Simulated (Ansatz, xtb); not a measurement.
**Two isomers of C4H5NOS**

Structure a: `COc1cscn1`, a singlet. Structure b: `COc1cncs1`, a singlet. Both are isolated molecules in the gas phase, relaxed with B3LYP-D3(BJ)/def2-SVP; the shapes shown needn't be the lowest conformers.

a (Å):

```yaml
atoms:
  - { symbol: C, position_ang: [-0.1455, 0.5379, -0.7787] }
  - { symbol: C, position_ang: [-0.9455, 1.1632, 1.3513] }
  - { symbol: C, position_ang: [-1.6797, 1.9174, 2.2427] }
  - { symbol: C, position_ang: [-0.3445, 0.1214, 3.1933] }
  - { symbol: N, position_ang: [-0.1990, 0.1568, 1.8985] }
  - { symbol: O, position_ang: [-0.9494, 1.3857, 0.0278] }
  - { symbol: S, position_ang: [-1.4116, 1.3234, 3.8448] }
  - { symbol: H, position_ang: [-0.4522, -0.5162, -0.6845] }
  - { symbol: H, position_ang: [0.9188, 0.6112, -0.5028] }
  - { symbol: H, position_ang: [-0.2880, 0.8780, -1.8127] }
  - { symbol: H, position_ang: [-2.3345, 2.7571, 2.0276] }
  - { symbol: H, position_ang: [0.1539, -0.5985, 3.8455] }
```

b (Å):

```xyz
12

C     0.1056    0.9780    2.1335
C    -0.2454    0.3110   -0.0825
C    -0.3715   -1.0446    0.1286
C    -0.6429   -1.0439   -2.0648
N    -0.5952   -1.7864   -1.0062
O    -0.0266    1.3226    0.7659
S    -0.4149    0.6759   -1.7833
H     0.2788    1.9139    2.6792
H    -0.8128    0.4952    2.5111
H     0.9599    0.2962    2.2895
H    -0.3072   -1.5394    1.0970
H    -0.8099   -1.4125   -3.0793
```

Task: Estimate which is lower in electronic energy at CCSD(T)/def2-SVP + ΔMP2/def2-TZVPP, and by roughly how much.

Result: The CCSD(T)/def2-SVP + ΔMP2/def2-TZVPP calculation puts structure a lower, by 6.7 kcal/mol.

How the difference moves with the method:

```json
{"level": "GFN2-xTB", "geometry": "GFN2-xTB", "E(b) − E(a) (kcal/mol)": "+3.5", "departure from the last row (kcal/mol)": "−3.2", "job, with rough time for the two": "optimisation, 0.46 s"}
{"level": "HF/STO-3G", "geometry": "GFN2-xTB", "E(b) − E(a) (kcal/mol)": "+1.5", "departure from the last row (kcal/mol)": "−5.2", "job, with rough time for the two": "single point, 1.5 s"}
{"level": "r2SCAN-D4/def2-SVP", "geometry": "GFN2-xTB", "E(b) − E(a) (kcal/mol)": "+6.6", "departure from the last row (kcal/mol)": "−0.1", "job, with rough time for the two": "single point, 11 s"}
{"level": "B3LYP-D3(BJ)/def2-SVP", "geometry": "B3LYP-D3(BJ)/def2-SVP", "E(b) − E(a) (kcal/mol)": "+5.8", "departure from the last row (kcal/mol)": "−0.8", "job, with rough time for the two": "optimisation, 83 s"}
{"level": "HF/def2-SVP", "geometry": "B3LYP-D3(BJ)/def2-SVP", "E(b) − E(a) (kcal/mol)": "+7.1", "departure from the last row (kcal/mol)": "+0.4", "job, with rough time for the two": "part of the CCSD(T) run"}
{"level": "MP2/def2-SVP", "geometry": "B3LYP-D3(BJ)/def2-SVP", "E(b) − E(a) (kcal/mol)": "+6.3", "departure from the last row (kcal/mol)": "−0.3", "job, with rough time for the two": "part of the CCSD(T) run"}
{"level": "CCSD(T)/def2-SVP", "geometry": "B3LYP-D3(BJ)/def2-SVP", "E(b) − E(a) (kcal/mol)": "+6.2", "departure from the last row (kcal/mol)": "−0.4", "job, with rough time for the two": "single point"}
{"level": "CCSD(T)/def2-SVP + ΔMP2/def2-TZVPP", "geometry": "B3LYP-D3(BJ)/def2-SVP", "E(b) − E(a) (kcal/mol)": "+6.7", "departure from the last row (kcal/mol)": "", "job, with rough time for the two": "single point, 2.5 min"}
```

As drawn, both hold the same kinds of bond in the same numbers.

None of the levels shown reverses the order. The largest departure from CCSD(T)/def2-SVP + ΔMP2/def2-TZVPP is that of HF/STO-3G, 5.2 kcal/mol. The last row adds to CCSD(T) the change of the MP2 difference between the two basis sets, here +0.4 kcal/mol.

With thermal terms from frequencies at re-optimised GFN2-xTB minima (ideal gas, soft modes damped towards free rotors, one conformer each, 298.15 K, 1 atm): on the last row, ΔE + ΔZPE = +6.7, ΔH = +6.7, ΔG = +6.8 kcal/mol.

The correlated steps freeze 11 core orbitals. Programs: Ansatz 0.2.0, xtb 6.7.1; the last row on 2 threads of Intel(R) Xeon(R) Processor @ 2.50GHz (Skylake/Cascade Lake) on a shared host.
